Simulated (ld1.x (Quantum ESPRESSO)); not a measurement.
## What one change does to a pseudopotential (iodine (I), TM)

ld1.x (Quantum ESPRESSO) 7.5 input, shortened:

```
&input
   title='I', zed=53., rel=2, dft='PBE', iswitch=3,
   config='[Kr] 4d10 5s1.5 5p5.5', rel_dist='average'
 /
 &inputp
   pseudotype=2, tm=.true., lloc=0,
   nlcc=.true., new_core_ps=.true., rcore=1.40
 /
2
5P  2  1   5.50   0.00  1.70  1.70  0.0
5S  1  0   1.50   0.00  1.75  1.75  0.0
 &test
   configts(1)='5s1.5 5p5.5'
 /
```

Open shells are filled in proportion to 2j + 1 (rel_dist='average').

Change: core correction Bessel-smoothed model core inside 2.06 bohr.

Cutoffs: the cutoffs (Ry, on a coarse ladder) from which the occupation-weighted sum of valence levels, in a spherical-Bessel basis at the reference potential, stays within 10 and 1 mRy of its value at 400 Ry; they do not see the model core or the augmentation charge, which bear on the density cutoff. Errors are all-electron minus pseudo energies relative to the spin-unpolarised reference configuration.

Q: Predict the effect on cutoff, ghosts and configuration errors.

A: The potential gets neither clearly harder nor softer (40 Ry and 70 Ry → 40 Ry and 70 Ry); of the 7 tests that both files solve, the error grows in 3 and shrinks in 3 by more than 15 % and 0.3 meV (median size 1.5 → 1.0 meV); neither file shows a bound ghost. A wider model core is smoother and lowers the density cutoff, which this test does not measure.

```tsv
quantity	base	changed
cutoff, loose	40 Ry	40 Ry
cutoff, tight	70 Ry	70 Ry
bound ghosts	none	none
error for 5s2 5p5, meV [ΔE -5.16 eV]	-1.3	-0.8
error for 5s2 5p4, meV [ΔE 6.00 eV]	-0.2	-0.2
error for 5s2 5p3, meV [ΔE 25.87 eV]	-2.5	-6.4
error for 5s2 5p2, meV [ΔE 55.23 eV]	-24	-38
error for 5s2 5p5.3, meV [ΔE -6.95 eV]	-1.5	-1.0
error for 5s2 5p4.5, meV [ΔE -0.62 eV]	-0.9	-0.4
error for 5s2 5p1, meV [ΔE 94.70 eV]	-97	-123
s: phases at 1.89 bohr within 0.05 rad from the reference energy up to (Ry; the scan ends near 5)	4.8	4.8
p1/2: phases at 1.89 bohr within 0.05 rad from the reference energy up to (Ry; the scan ends near 5)	to the end of the scan	to the end of the scan
p3/2: phases at 1.89 bohr within 0.05 rad from the reference energy up to (Ry; the scan ends near 5)	to the end of the scan	to the end of the scan
```
